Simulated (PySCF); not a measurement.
AgCl: mean field, correlation and small terms against distance

State: ¹Σ⁺, singlet, closed shell. RHF-based CCSD(T) in PySCF 2.14 with Ag cc-pVTZ-PP with ECP28, Cl cc-pV(T+d)Z and Ag cc-pVQZ-PP with ECP28, Cl cc-pV(Q+d)Z (frozen core orbitals: 9; scalar-relativistic core potentials). Correlation energies are extrapolated as n⁻³ (n = 3, 4), Hartree–Fock as (n+1)·exp(−9√n). All energies in eV from Ag (4d10 5s1) + Cl.

| R (Å) | HF/CBS | CCSD corr. | (T) | total |
| --- | --- | --- | --- | --- |
| 2.0234 | -1.257 | -1.243 | -0.1584 | -2.658 |
| 2.1154 | -1.767 | -1.120 | -0.1424 | -3.029 |
| 2.2074 | -2.060 | -1.016 | -0.1294 | -3.205 |
| 2.2993 | -2.199 | -0.928 | -0.1190 | -3.246 |
| 2.3913 | -2.231 | -0.853 | -0.1107 | -3.195 |
| 2.5063 | -2.168 | -0.776 | -0.1030 | -3.047 |
| 2.6212 | -2.033 | -0.713 | -0.0976 | -2.843 |

A fit to the total gives Re = 2.2883 Å, De = 3.247 eV, ωe = 341.5 cm⁻¹, Be = 0.1222 cm⁻¹ (masses 106.9051 and 34.9689 u).

Task: At R = 2.2993 Å the CCSD correlation energy is -0.577695 hartree in the smaller basis and -0.633976 in the larger. Extrapolate it.

Result: (4³·E4 − 3³·E3)/(4³ − 3³) = -0.67505 hartree; the larger basis holds 93.9 % of it.

The T1 diagnostic is 0.018. The open-shell atoms are computed with UHF. Spin–orbit coupling, excitations beyond (T) and corrections to the Born–Oppenheimer picture are left out.
